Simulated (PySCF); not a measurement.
## Basis-set dependence of RbF at PBE0

PySCF, UKS reference; singlet, unpaired electrons none; De to Rb + F without counterpoise correction.

```csv
basis,relativity,functions,Re (Å),ωe (cm⁻¹),De (eV),μ (D)
def2-SVP,scalar-relativistic core potentials,38,2.300,398,4.33,-8.42
def2-SVPD,scalar-relativistic core potentials,50,2.353,360,4.80,-9.23
def2-TZVPP,scalar-relativistic core potentials,71,2.331,370,4.62,-8.92
x2c-TZVPall,spin-free X2C,94,2.251,385,4.85,-8.15
```

(1) How does each smaller set differ from the one with most functions, x2c-TZVPall?

A positive dipole means Rb(−)F(+). 

Answers

(1) def2-SVP: +4.9 pm, +3.4 % in ωe, -0.52 eV in De; def2-SVPD: +10.2 pm, -6.5 % in ωe, -0.05 eV in De; def2-TZVPP: +8.0 pm, -3.9 % in ωe, -0.23 eV in De. All at PBE0; the set with most functions is neither the basis-set limit nor always the best. The rows treat relativity differently, so the differences are not basis effects alone.
